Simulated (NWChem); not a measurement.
System meant: CuPH4S; SMILES [PH3]->[Cu][SH]

Here is an NWChem input.

```
start job
memory heap 200 mb stack 900 mb global 1100 mb
geometry units angstroms noautoz
  Cu     0.044506     0.081982    -0.012152
  S      0.101638     2.230552     0.010902
  H     -1.262828     2.303874     0.005534
  P      0.032275    -2.085485    -0.011901
  H     -0.979413    -2.790267     0.719233
  H      1.160076    -2.794756     0.516059
  H     -0.086930    -2.834753    -1.229913
end
basis spherical
  * library def2-svp
end
dft
  odft
  mult 2
  xc b3lyp
  iterations 150
  mulliken
end
task dft energy
```

End of the output:

```
 Summary of "ao basis" -> "" (spherical)
 ------------------------------------------------------------------------------
       Tag                 Description            Shells   Functions and Types
 ---------------- ------------------------------  ------  ---------------------
 *                          def2-svp                  on all atoms

                                 NWChem DFT Module
                                 -----------------

 Summary of "ao basis" -> "ao basis" (spherical)
 ------------------------------------------------------------------------------
       Tag                 Description            Shells   Functions and Types
 ---------------- ------------------------------  ------  ---------------------
 Cu                         def2-svp                11       31   5s3p2d1f
 S                          def2-svp                 8       18   4s3p1d
 H                          def2-svp                 3        5   2s1p
 P                          def2-svp                 8       18   4s3p1d

 Summary of "ao basis" -> "ao basis" (spherical)
 ------------------------------------------------------------------------------
       Tag                 Description            Shells   Functions and Types
 ---------------- ------------------------------  ------  ---------------------
 Cu                         def2-svp                11       31   5s3p2d1f
 S                          def2-svp                 8       18   4s3p1d
 H                          def2-svp                 3        5   2s1p
 P                          def2-svp                 8       18   4s3p1d

  number of electrons :                   64
  multiplicity        :                    2
 ------------------------------------------------------------------------
  no. of electrons and multiplicity not compatible                  64
 ------------------------------------------------------------------------
 ------------------------------------------------------------------------
  current input line :
    22: task dft energy
 ------------------------------------------------------------------------
 ------------------------------------------------------------------------
 There is an error in the input file
 ------------------------------------------------------------------------
 For more information see the NWChem manual at https://nwchemgit.github.io

0: no. of electrons and multiplicity not compatible:Received an Error in Communication
```

What is wrong, and how is it mended?

The input was rejected before any calculation. Cause: the multiplicity doesn't fit the number of electrons (an even count wants an odd multiplicity, and the reverse). This input runs:
```
start job
memory heap 200 mb stack 900 mb global 1100 mb
geometry units angstroms noautoz
  Cu     0.044506     0.081982    -0.012152
  S      0.101638     2.230552     0.010902
  H     -1.262828     2.303874     0.005534
  P      0.032275    -2.085485    -0.011901
  H     -0.979413    -2.790267     0.719233
  H      1.160076    -2.794756     0.516059
  H     -0.086930    -2.834753    -1.229913
end
basis spherical
  * library def2-svp
end
dft
  xc b3lyp
  iterations 150
  mulliken
end
task dft energy
```
It converges to -2382.12395 Ha (B3LYP/def2-SVP).
